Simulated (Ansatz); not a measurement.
Z-matrix (Å, degrees):
```
C
C 1 1.525
H 1 1.097 2 110.9
H 1 1.095 2 111.7 3 -118.8
H 1 1.093 2 112.6 3 120.2
Al 2 1.964 1 118.4 3 -176.7
C 2 1.533 1 110.8 3 55.7
H 2 1.101 1 107.6 3 -60.7
O 6 1.703 2 113.5 1 176.9
N 6 1.780 2 127.3 1 -3.2
H 7 1.095 2 111.5 1 62.4
H 7 1.097 2 111.1 1 -56.5
H 7 1.093 2 112.2 1 -177.1
H 9 0.954 6 126.2 2 178.4
C 10 1.442 6 125.0 2 -1.7
C 10 1.442 6 123.5 2 178.6
H 15 1.100 10 111.7 6 120.3
H 15 1.100 10 111.6 6 -120.0
H 15 1.091 10 111.2 6 0.1
H 16 1.100 10 111.7 6 -120.5
H 16 1.100 10 111.8 6 119.6
H 16 1.093 10 111.2 6 -0.5
```

Charge 0, multiplicity 1.

**Question.** List the r2SCAN/def2-TZVPP orbital energies in eV (Ansatz). (Estimate.)

**Answer.** Computed: Occupied: -1516.02, -514.92, -384.71, -273.56, -273.48, -272.67, -272.61, -272.51, -109.58, -69.91, -69.73, -69.68, -25.12, -23.19, -20.07, -18.24, -17.53, -15.71, -14.56, -12.46, -12.01, -11.33, -11.29, -11.14, -10.71, -9.95, -9.64, -9.48, -9.06, -8.67, -8.27, -8.22, -7.77, -7.55, -6.22, -5.21. Lowest empty: -0.19, 0.04, 0.96, 1.49, 1.92, 2.28, 2.69, 2.78.
